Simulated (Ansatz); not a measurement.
Reading a saddle point

A first-order saddle point of Ge₄H₁₁ClO, singlet, PBE0-D4/def2-TZVP, with one imaginary mode of 490i cm⁻¹:

| atom | x (Å) | y (Å) | z (Å) |
| --- | --- | --- | --- |
| Ge1 | -0.3971 | -0.1047 | -0.3720 |
| Ge2 | 2.0503 | -0.8676 | 0.7415 |
| Ge3 | 0.0074 | 1.6013 | -2.0408 |
| Ge4 | -2.1375 | -0.3108 | 1.3076 |
| O5 | -0.1510 | -1.6718 | -1.2349 |
| H6 | 0.9248 | 0.4549 | 0.8228 |
| Cl7 | 0.1894 | 2.0742 | 1.2971 |
| H8 | 2.7620 | -1.0151 | -0.6034 |
| H9 | 1.5071 | -2.2046 | 1.2577 |
| H10 | 2.9503 | -0.2036 | 1.7927 |
| H11 | -0.1898 | 0.9784 | -3.4347 |
| H12 | 1.4487 | 2.0865 | -1.8721 |
| H13 | -1.0019 | 2.7248 | -1.7987 |
| H14 | -1.4750 | -0.4916 | 2.6748 |
| H15 | -2.9788 | -1.5631 | 0.9719 |
| H16 | -3.0099 | 0.9431 | 1.2479 |
| H17 | -0.4990 | -2.4301 | -0.7571 |

Computed with Ansatz 0.2.0 (basis: def2-TZVPP and def2-QZVPP); correlated methods freeze the cores. Filled d shells of the heavier atoms are correlated. The def2 sets are not built for correlating such inner shells, so the correlated values are less sure here. Extrapolation: Hartree–Fock as exp(−7.88 √X), correlation as X^−2.97.

Q: Which contacts change along the imaginary mode, and what lies on either side? (Judge from chemistry; the calculation decides.)

A: The calculation gives: The step is Ge₄H₁₀O ([OH][Ge]([GeH3])([GeH3])[GeH3]) + HCl → Ge₃H₇ClO ([OH][Ge]([Cl])([GeH3])[GeH3]) + GeH₄, with the molecules in contact on both sides. Shortening one way: Ge1–Cl7, Ge2–H6; lengthening the same way: Ge1–Ge2, H6–Cl7.
```
   pair  one side (Å)  saddle (Å)  other side (Å)
Ge1–Cl7          3.73        2.81            2.18
 Ge2–H6          3.06        1.74            1.53
Ge1–Ge2          2.44        2.79            4.29
 H6–Cl7          1.29        1.84            3.50
```

Q: Which side is lower, and how far does the saddle lie above each? (To be estimated.)

A: The calculation gives: The side with Ge1–Cl7, Ge2–H6 short is lower by 12.41 kcal/mol; the saddle lies 43.69 kcal/mol above it and 31.28 kcal/mol above the other (CCSD(T) at an estimated basis limit (MP2 extrapolated from triple and quadruple zeta, plus CCSD(T) − MP2 in triple zeta); electronic energies).

T1 diagnostic: at most 0.013.

Labels in which every atom is bracketed show which atoms are joined, not bond orders.

For scale, one of the runs: CCSD(T)/def2-TZVPP, 419 basis functions, launched by `ansatz run in.yaml --threads 4 --pin off --events-out ev --progress --plain --max-ram 66560MiB --backend cuda --devices 0, --max-vram 37GiB`. Hardware: 4 CPU threads of an AMD EPYC 7R13 and a share of one NVIDIA H100, shared host. Wall time 110 s; peak host memory 0.96 GiB.
